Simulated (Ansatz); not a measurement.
The inner images of a band of B2FH3OSi (8 atoms, charge 0, multiplicity 1) are given out of order.

All numbers below come from RKS PBE/def2-SVP (Ansatz 0.2.0).

First end point:

```xyz
8
Properties=species:S:1:pos:R:3
B 0.864 0.458 0.723
B -0.457 1.248 0.120
O -1.453 0.853 -0.591
Si -0.326 -0.726 -0.441
F 0.071 -1.044 -1.990
H 0.792 0.182 1.910
H 1.952 0.699 0.232
H -1.351 -1.727 -0.019
```

Last end point:

```xyz
8
Properties=species:S:1:pos:R:3
B 0.864 0.458 0.723
B -0.455 1.249 0.116
O -1.452 0.855 -0.594
Si -0.327 -0.726 -0.441
F 0.073 -1.047 -1.989
H 1.956 0.693 0.237
H 0.785 0.186 1.910
H -1.352 -1.726 -0.018
```

**Question.** Put them in order from the first end to the last, with their energies above the first end.
A.
```xyz
8
Properties=species:S:1:pos:R:3
B 0.888 0.166 0.753
B 0.073 1.089 -0.158
O -1.043 1.012 -0.967
Si -0.644 -0.629 -0.397
F -0.272 -1.632 -1.621
H 1.768 -0.300 1.418
H 1.059 1.521 0.555
H -1.737 -1.284 0.361
```
B.
```xyz
8
Properties=species:S:1:pos:R:3
B 1.009 0.179 0.591
B 0.247 1.069 -0.445
O -1.032 1.012 -0.908
Si -0.674 -0.633 -0.266
F -0.379 -1.643 -1.512
H 1.919 -0.289 1.217
H 0.811 1.466 0.789
H -1.810 -1.218 0.480
```
C.
```xyz
8
Properties=species:S:1:pos:R:3
B 1.058 0.361 0.482
B 0.243 1.070 -0.757
O -0.968 0.881 -1.168
Si -0.620 -0.655 -0.074
F -0.533 -1.862 -1.169
H 2.142 -0.160 0.606
H 0.670 1.140 1.352
H -1.900 -0.831 0.673
```
D.
```xyz
8
Properties=species:S:1:pos:R:3
B 0.807 0.210 0.844
B -0.176 1.167 0.115
O -0.980 1.010 -0.965
Si -0.530 -0.669 -0.442
F -0.139 -1.582 -1.730
H 1.602 -0.222 1.632
H 1.202 1.353 0.269
H -1.695 -1.324 0.223
```
E.
```xyz
8
Properties=species:S:1:pos:R:3
B 1.064 0.266 0.501
B 0.278 1.064 -0.658
O -0.993 0.973 -0.992
Si -0.646 -0.648 -0.145
F -0.484 -1.725 -1.362
H 2.071 -0.244 0.922
H 0.667 1.308 1.069
H -1.865 -1.051 0.609
```
F.
```xyz
8
Properties=species:S:1:pos:R:3
B 0.810 0.404 0.810
B -0.466 1.232 0.191
O -1.289 0.933 -0.755
Si -0.367 -0.730 -0.412
F 0.135 -1.228 -1.882
H 1.102 0.071 1.938
H 1.690 0.849 0.078
H -1.523 -1.590 -0.024
```
G.
```xyz
8
Properties=species:S:1:pos:R:3
B 0.793 0.312 0.852
B -0.373 1.211 0.203
O -1.082 0.995 -0.876
Si -0.426 -0.712 -0.427
F 0.028 -1.434 -1.816
H 1.362 -0.089 1.835
H 1.422 1.095 0.103
H -1.632 -1.435 0.070
```

**Answer.** F (+0.10 eV), G (+0.47 eV), D (+1.15 eV), A (+1.93 eV), B (+1.19 eV), E (+0.46 eV), C (+0.09 eV).

The run took 4.8 min on 1 thread of Arm Neoverse V2, with other jobs on the host, peak memory 0.1 GiB.
